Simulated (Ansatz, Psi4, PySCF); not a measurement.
fluorine atom (F), doublet. Base run: MP2/6-311G** run with PySCF.

The PySCF input:
```python
from pyscf import gto, scf, mp

mol = gto.Mole()
mol.atom = '''
    F     0.00000000    0.00000000    0.00000000
'''
mol.basis = '6-311g**'
mol.spin = 1
mol.verbose = 4
mol.build()

mf = scf.UHF(mol)
mf.kernel()

pt = mp.MP2(mf)
pt.kernel()
print('E(MP2) = %.10f' % pt.e_tot)
```

The same geometry, method and basis name were run in Ansatz (a first-principles code) and Psi4 and PySCF, at each program's defaults and at the settings that a row names. The base is PySCF at its defaults. Differences at the defaults can come from grids, fitting, cores and function types together.

```json
[
 {"code and settings": "PySCF, defaults (exact integrals, spherical functions, all electrons correlated)", "ΔE vs base (mEh)": "0.000", "basis functions": "18", "E (Eh)": "-99.57262", "SCF cycles": "8"},
 {"code and settings": "Psi4, defaults (density fitting with its default set, spherical functions, all electrons correlated)", "ΔE vs base (mEh)": "0.024", "basis functions": "18", "E (Eh)": "-99.57259", "SCF cycles": "12"},
 {"code and settings": "Ansatz, defaults (factorised integrals, spherical functions, frozen core)", "ΔE vs base (mEh)": "18.447", "basis functions": "18", "E (Eh)": "-99.55417", "SCF cycles": "-"},
 {"code and settings": "PySCF, frozen core", "ΔE vs base (mEh)": "18.446", "basis functions": "18", "E (Eh)": "-99.55417", "SCF cycles": "8"},
 {"code and settings": "Psi4, exact integrals, spherical functions, frozen core", "ΔE vs base (mEh)": "18.446", "basis functions": "18", "E (Eh)": "-99.55417", "SCF cycles": "12"},
 {"code and settings": "Ansatz, high accuracy, frozen core", "ΔE vs base (mEh)": "18.446", "basis functions": "18", "E (Eh)": "-99.55417", "SCF cycles": "-"}
]
```

Open shells are given as the SCF converged; they aren't shown to be the lowest states, and a large step between rows can be another state.
